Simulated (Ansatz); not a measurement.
`[SiH3][SnH2][SH]`, one more setting.

```yaml
crystal:
  periodic: [false, false, false]
  atoms:
    - {symbol: Si, position_ang: [-1.046929, 0.994966, -0.930068]}
    - {symbol: Sn, position_ang: [0.770022, -0.527157, 0.036722]}
    - {symbol: S, position_ang: [0.161693, -0.863703, 2.348884]}
    - {symbol: H, position_ang: [-2.370363, 0.334442, -0.797318]}
    - {symbol: H, position_ang: [-0.767228, 1.251347, -2.367169]}
    - {symbol: H, position_ang: [-1.058480, 2.284640, -0.193936]}
    - {symbol: H, position_ang: [2.330002, 0.172655, -0.008214]}
    - {symbol: H, position_ang: [0.843706, -2.056482, -0.725745]}
    - {symbol: H, position_ang: [1.225877, -1.637111, 2.619944]}
basis:
  gaussian: {orbitals: def2-mTZVP, fitting: {mean_field: cc-pVTZ-jkfit}}
hamiltonian: {xc: {name: SVWN5}}
scf: {lower_state_search: full}
output: {forces: true}
```

```sh
$ ansatz run in.yaml --threads 2 --pin off --events-out ev --progress --plain --max-ram 4352MiB
```

It prints (some lines left out):

```
Functional definition: SVWN5
Error: <dir> the basis set cc-pVTZ-JKFIT has no functions for Sn
```
